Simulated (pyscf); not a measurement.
# Hydrogen shift: [H₃C–In–OH]• (SMILES [CH3][In][OH]) → H₃C–InH–O• (SMILES [CH3][InH][O])

Gas phase, doublet surface, charge 0. Bonds broken: O2–H3. Bonds formed: In1–H3. Single points on ωB97X-D3(BJ)/def2-SVP structures (PySCF, gas phase).

Transition state (Å):

```xyz
7

In     1.4739     0.0347     0.5579
O      2.8185     0.1499    -0.9035
H      3.2292     0.3708     0.6357
C     -0.5836    -0.3147     0.9865
H     -0.8663    -1.3126     0.6202
H     -1.1956     0.4413     0.4728
H     -0.7667    -0.2580     2.0684
```

One imaginary mode, 1379i cm⁻¹; descent along it reached the two sides named.

```json
[
 {"bond": "O2–H3", "change": "breaks", "reactant side (Å)": "0.964", "saddle": "1.608", "product side": "3.1"},
 {"bond": "In1–H3", "change": "forms", "reactant side (Å)": "2.582", "saddle": "1.789", "product side": "1.715"}
]
```

Electronic energies relative to the reactant's lowest minimum found (eV):

```csv
level,barrier,reaction energy,reverse barrier
ωB97X-D3(BJ)/def2-TZVP,2.82,+1.91,0.91
PBE/def2-TZVP,2.55,+2.17,0.38
r²SCAN/def2-TZVP,2.67,+2.04,0.63
B3LYP-D3(BJ)/def2-TZVP,2.79,+2.06,0.72
PBE0-D3(BJ)/def2-TZVP,2.77,+2.05,0.73
M06-2X/def2-TZVP,3.13,+2.23,0.90
ωB97M-D3(BJ)/def2-TZVP,2.87,+2.01,0.86
HF/def2-TZVP,3.00,+1.29,1.70
```

With ωB97M-D3(BJ)/def2-TZVP energies and thermal terms (ideal gas, 1 atm, RRHO with modes under 100 cm⁻¹ raised to 100, one conformer, R ln 2 for chiral ones without a mode under 150 cm⁻¹), in eV:

```
T (K)   ΔH‡   ΔG‡     ΔH     ΔG
-----  ----  ----  -----  -----
298    2.70  2.72  +1.89  +1.89
600    2.68  2.74  +1.89  +1.90
900    2.67  2.77  +1.90  +1.90
1200   2.66  2.80  +1.91  +1.89
```

One saddle was located; it need not be the lowest between these sides. Elements past Kr carry the def2 core potentials, without spin-orbit coupling.
